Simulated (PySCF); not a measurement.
# Ionisation energy of Ru⁺ by level of theory

Ru⁺ [Kr] 4d7 (4F) → Ru²⁺ [Kr] 4d6 (5D), as a difference of total energies. All numbers are calculated (PySCF 2.14, scalar relativity through the core potential, in aug-cc-pwCVTZ-PP with ECP28MDF (8s8p7d4f3g, 122 functions)). Correlated levels: valence: 4s2 4p6 frozen; valence and next inner shell: nothing frozen outside the core potential. The calculations carry no spin-orbit coupling.

```
                                method  ionisation energy (eV)
                                   UHF                  14.879
                                   LDA                  17.143
                                   PBE                  16.935
                                  PBE0                  16.685
                                r2SCAN                  16.554
                                  BP86                  17.113
                                 M06-L                  16.691
                               wB97M-V                  16.683
                         MP2 (valence)                  16.375
                     SCS-MP2 (valence)                  16.561
    MP2 (valence and next inner shell)                  16.397
SCS-MP2 (valence and next inner shell)                  16.398
```

Q: How much does correlation contribute at MP2 (valence and next inner shell)?

A: 16.397 − (14.879) = 1.518 eV, measured against UHF.

The reference lies between the lowest fine-structure levels, while these numbers refer to the centres of the terms.

Errors of the correlated levels include the incompleteness of this basis and the frozen core.

For comparison: 16.76 ± 0.06 eV (semi-empirical (NIST evaluation); NIST Atomic Spectra Database, ionization energies).
